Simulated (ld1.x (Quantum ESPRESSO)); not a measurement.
**Scattering properties, TM potential for Dy**

dysprosium, norm-conserving Troullier–Martins (Kleinman–Bylander form), made with ld1.x (Quantum ESPRESSO) 7.5 (PBE, scalar-relativistic). Core [Kr] 4d10 5s2, reference 4f9.5 5p6 5d0.5 6s2 6p0. Waves: 6s (bound): rc 3.40 bohr; 5p (bound): rc 2.10 bohr; 5d (bound): rc 2.55 bohr; 4f (bound): rc 1.25 bohr. Local part: all-electron potential smoothed inside 2.55 bohr (lloc = -1). Core correction: none.

The phase is arctan(r·u′/u) with u = r·R(r), unwrapped; energies in Ry, scanned from -4 to 5 Ry. A pole is an energy at which the radial function vanishes at the test radius. The pseudo phase is shifted by a multiple of π to meet the all-electron one at the reference energy, and phase errors are pseudo minus all-electron; the curves can meet again beyond the range given. Levels narrower than the energy grid can be missing from the lists of poles. Where the grid stepped over a known ghost or core level, its pole and its step of π were put in at the level’s energy. n/a: not evaluated, since a narrow level or a reset projector energy made the automatic matching unsafe.

```
channel  radius (bohr)  reference energy (Ry)  poles, all-electron      poles, pseudo  unbroken range about the reference energy with phases within 0.05 rad  phase error 1 Ry above the reference energy (rad)
      s           3.68                  -0.30          -3.74, 0.74  -1.27, 0.72, 4.03                                                            -1.2 to 1.8                                             -0.003
      p           3.68                  -1.98          -1.96, 1.60        -1.96, 1.56                                                              below 2.9                                             -0.000
      d           3.68                  -0.13           0.18, 3.25         0.18, 3.27                                                        the whole range                                             +0.002
      f           3.68                  -0.45                 2.19               2.39                                                                    n/a                                                n/a
```

Note: ghost state, extra bound levels that the all-electron valence spectrum of the same l lacks: s at -17.3 eV. A true bound ghost makes a file unfit for plane-wave use.

Phases in the f channel:

| E (Ry) | all-electron | pseudo |
| --- | --- | --- |
| -4.00 | 1.442 | 1.442 |
| -3.52 | 1.435 | 1.435 |
| -3.04 | 1.425 | 1.425 |
| -2.56 | 1.414 | 1.415 |
| -2.08 | 1.401 | 1.401 |
| -1.60 | 1.382 | 1.382 |
| -1.12 | 1.356 | 1.356 |
| -0.64 | 1.309 | 1.310 |
| -0.16 | -1.874 | -1.873 |
| 0.32 | -2.021 | -2.014 |
| 0.80 | -2.585 | -2.513 |
| 1.28 | -4.187 | -4.083 |
| 1.76 | -4.586 | -4.541 |
| 2.24 | -4.724 | -4.683 |
| 2.72 | -4.828 | -4.769 |
| 3.20 | -4.995 | -4.858 |
| 3.68 | -5.900 | -5.018 |
| 4.16 | -7.493 | -5.782 |
| 4.64 | -7.711 | -7.404 |
